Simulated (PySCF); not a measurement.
**Static response to an electric field**

Species: C6H9NO2.
Geometry (PBE0-D3(BJ)/def2-SVP, Å), atoms numbered from 1 in this order:
```
atom  x, y, z in Å
C1     3.731    1.147   -0.128
C2     2.769    0.315    0.289
N3     1.450    0.351   -0.122
C4     0.501   -0.540    0.338
O5     0.775   -1.413    1.140
C6    -0.844   -0.331   -0.229
C7    -1.831   -1.157    0.170
O8    -3.102   -1.157   -0.206
C9    -3.518   -0.190   -1.138
H10    3.537    1.945   -0.851
H11    4.747    1.042    0.253
H12    2.953   -0.485    1.011
H13    1.170    1.057   -0.791
H14   -1.009    0.473   -0.949
H15   -1.609   -1.946    0.895
H16   -4.589   -0.353   -1.309
H17   -2.975   -0.298   -2.092
H18   -3.361    0.830   -0.749
```

Level: CAM-B3LYP/def2-SVPD (PySCF), static field, nuclei fixed, core orbitals frozen in the response. The polarisability tensor in these axes (au):

```
x   144.49  24.59   4.43
y    24.59  82.82 -12.44
z     4.43 -12.44  70.95
```

Q: Give the principal values, the mean and the anisotropy Δα = √{½[(α1 − α2)² + (α2 − α3)² + (α1 − α3)²]}.

A: Principal values 59.28, 85.89 and 153.10 au; mean 99.42 au = 14.73 Å³ = 16.39 × 10⁻⁴⁰ C²·m²/J; Δα = 83.75 au (84 % of the mean).

Q: What is the dipole moment, and where does it point?

A: (-2.30, 2.88, -3.07) D, 4.80 D in size, pointing from the negative to the positive side. Measured along this direction, the outermost atoms are H12 at the negative end and H16 at the positive end.

Q: Sum over states: ᾱ = Σ f/ω², ω in Eh. What share falls to these 6 lowest TDDFT singlets (eV, f)? 5.08, 0.0001; 5.37, 0.7720; 5.87, 0.1635; 5.96, 0.0068; 6.68, 0.0000; 6.84, 0.0599.

A: They add up to 24.44 au, 24.6 % of the 99.42 au; the largest single term is 19.82 au, from the state at 5.37 eV. Terms in order: 0.00, 19.82, 3.52, 0.14, 0.00, 0.95 au. Higher excitations give the rest. The strengths listed sum to 1.002.

Q: In a dilute gas of rigid molecules at 400 K, how does the orientational term μ²/3kT compare with the electronic polarisability?

A: In Gaussian units μ²/3kT = 138.96 Å³ against 14.73 Å³, a ratio of 9.43; the Debye molar polarisation (4π/3)N_A(α + μ²/3kT) is 387.7 cm³/mol, leaving out the vibrational part.

Q: Find the Langevin capture rate constant for NO+ (29.998 u) meeting this molecule (127.063 u), k = 2.342 × 10⁻⁹ cm³/s × √(α in Å³ / reduced mass in u).

A: The reduced mass is 24.27 u, so k = 1.82 × 10⁻⁹ cm³/s. The formula leaves out the permanent dipole, which adds to the capture rate.

Isolated species at its PBE0-D3(BJ)/def2-SVP geometry (one conformer only).

The run behind these numbers computed excited states as well. Rough CPU time on one thread of a shared machine: about 1.9 min.
